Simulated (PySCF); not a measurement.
Level of theory: B3LYP-D3(BJ)/def2-TZVP run with PySCF 2.14.0. Isolated molecules, 0 K electronic values unless said otherwise. One relaxed conformer stands for a flexible species; it need not be the lowest. B3LYP has the VWN-RPA correlation part, as in Gaussian. 

Reference species (SMILES): `[F][Sn]([F])([F])[F]` (neutral, multiplicity 1).

The HOMO is -12.09 eV and the LUMO is -4.18 eV. The HOMO–LUMO gap is 7.91 eV and the S1 oscillator strength is 0.000.

After one change: the HOMO goes up by 2.34 eV; the LUMO goes up by 1.15 eV; the HOMO–LUMO gap falls by 1.19 eV; the S1 oscillator strength is nearly the same.

Q: Name the change that produced these shifts. The new species is one of these.
A) `[OH][Sn]([OH])([F])[F]` (H–O–Sn–F torsion -96°, F–Sn–O–H torsion 20°)
B) `[OH][Sn]([OH])([OH])[OH]`
C) `[OH][Sn]([F])([F])[F]`
D) `[OH][Sn]([OH])([OH])[F]`

A: A, `[OH][Sn]([OH])([F])[F]` (H–O–Sn–F torsion -96°, F–Sn–O–H torsion 20°)
